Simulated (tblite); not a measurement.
Compound: C₇H₁₅NSi.
Geometry (GFN2-xTB, Å), atoms numbered from 1 in this order:
```
atom  x, y, z in Å
C1     3.3555   -0.8201    0.5077
C2     2.5257    0.3594    0.0309
C3     1.5065    0.0100   -1.0770
Si4    0.1499    1.0051   -0.1622
N5    -1.3197    0.3280    0.4128
C6    -2.5381    0.3324   -0.3192
C7    -3.1233   -0.9379   -0.8694
C8    -3.7830   -0.2340    0.2862
C9     1.5714    0.9347    1.0983
H10    2.7076   -1.6150    0.8738
H11    3.9616   -1.2174   -0.3050
H12    4.0195   -0.5203    1.3171
H13    3.1946    1.1475   -0.3232
H14    1.8217    0.3172   -2.0715
H15    1.3247   -1.0641   -1.1157
H16   -0.1809    2.3036   -0.7503
H17   -1.2774   -0.4387    1.0679
H18   -2.6239    1.2242   -0.9246
H19   -3.6074   -0.9150   -1.8333
H20   -2.6052   -1.8624   -0.6633
H21   -3.7069   -0.6910    1.2615
H22   -4.7211    0.2709    0.1168
H23    1.9168    1.8684    1.5319
H24    1.4198    0.2344    1.9174
```

Method: GFN2-xTB as coded in tblite; computed harmonic values from a numerical Hessian at the method's own geometry, unscaled. This tight-binding method is rough: wavenumbers can miss measured ones by several per cent, in bad cases by 10 to 20. Modes of hydrogen on silicon can be 10 to 20 % off. One conformer, not necessarily the lowest.

Harmonic wavenumbers (cm⁻¹): 30.5, 40.5, 50.3, 117.3, 170.2, 226.6, 237.8, 325.5, 329.5, 374.6, 415.0, 464.9, 496.8, 548.9, 669.2, 686.6, 713.3, 763.6, 771.1, 800.7, 841.1, 845.7, 881.1, 953.1, 957.5, 968.2, 980.7, 1019.4, 1025.7, 1055.6, 1073.9, 1095.0, 1104.3, 1134.9, 1152.2, 1193.6, 1196.8, 1205.0, 1213.4, 1248.1, 1275.3, 1287.2, 1328.5, 1410.1, 1414.4, 1434.8, 1475.5, 1484.7, 1486.3, 1504.6, 1507.0, 2253.8, 2948.8, 2982.5, 2998.3, 3009.1, 3014.1, 3015.7, 3022.7, 3026.6, 3058.9, 3086.7, 3087.6, 3093.2, 3111.4, 3440.1.

A = 3559, B = 596.8, C = 579.4 MHz; mass 141.097 u (most abundant isotopes); point group C1, symmetry number 1.

Question: What is the zero-point energy?

Answer: ½Σν̃ = 45068 cm⁻¹ = 128.86 kcal/mol.

Question: What is S at 298.15 K and 1 bar for an ideal gas of classical rigid rotors and harmonic oscillators?

Answer: Translation 40.77, rotation 29.95, vibration 35.12: S = 105.8 cal/(mol K).

Question: And Cp and H(298.15 K) − H(0)?

Answer: Cp = 43.70 cal/(mol K), of which vibrations give 35.75 (their classical limit is 66 R = 131.2); H(298.15 K) − H(0) = 7.59 kcal/mol without the zero-point energy, 5.22 from vibrations.

Question: What must be added to the electronic energy to get the Gibbs energy at 298.15 K and 1 bar?

Answer: ZPE + [H(298.15 K) − H(0)] − T·S = 128.86 + 7.59 − 31.56 = 104.89 kcal/mol.

Question: How do the functions run with temperature in this model?

Answer: 
```tsv
T (K)	S (cal/(mol K))	Cp (cal/(mol K))	H − H(0) (kcal/mol)	G − H(0) (kcal/mol)	ln q(vib)
150	83.2	25.0	2.55	-9.93	4.47
250	98.7	37.2	5.64	-19.04	7.45
400	120.6	57.2	12.74	-35.50	11.90
600	148.0	77.9	26.38	-62.40	17.95
900	183.6	97.6	52.95	-112.30	26.79
```

q(vib) and H(0) count from the zero-point level.

Question: Which modes carry the vibrational entropy at 298.15 K?

Answer: 30.5 cm⁻¹: 5.80; 40.5 cm⁻¹: 5.23; 50.3 cm⁻¹: 4.81; 117.3 cm⁻¹: 3.14; 170.2 cm⁻¹: 2.43; 226.6 cm⁻¹: 1.91 cal/(mol K); the other 60 give 11.80 together.

Question: Blend soft modes into free rotors: weight 1/[1 + (100 cm⁻¹/ν̃)⁴] for the oscillator and the rest for a rotor with moment μB/(μ + B), μ = h/(8π²ν), B = 10⁻⁴⁴ kg m². What vibrational entropy results?

Answer: 30.60 cal/(mol K) in place of 35.12, which changes −T·S at 298.15 K by +1.35 kcal/mol.

Hindered rotation and anharmonicity are outside this model. Other conformers, if any are populated, would add a mixing term that is left out. The structure is chiral; the term R ln 2 for an equal mix with its mirror image is left out.
